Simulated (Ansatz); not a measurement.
Ansatz (a quantum-chemistry and plane-wave program) input:

Ansatz 0.2 input:
```yaml
crystal:
  periodic: [false, false, false]
  atoms:
    - {symbol: Ge, position_ang: [-0.20405389, -0.11611562, 0.26024888]}
    - {symbol: O, position_ang: [1.08907186, -0.99577764, -0.48780733]}
    - {symbol: H, position_ang: [1.30796596, -1.89757175, -0.19444646]}
    - {symbol: O, position_ang: [-0.31320287, 1.43728116, -0.50173047]}
    - {symbol: H, position_ang: [-0.98519356, 2.08124341, -0.21721516]}
basis:
  gaussian:
    orbitals: def2-TZVPD
hamiltonian:
  xc: {name: PBE}
total_charge: 1
magnetization: {spin_polarized: true, initial_magnetization: 1}
output: {forces: true}
```

**Question.** What final total energy does it print?

**Answer.** -2227.96935 Eh (PBE/def2-TZVPD). The basis has 152 functions.
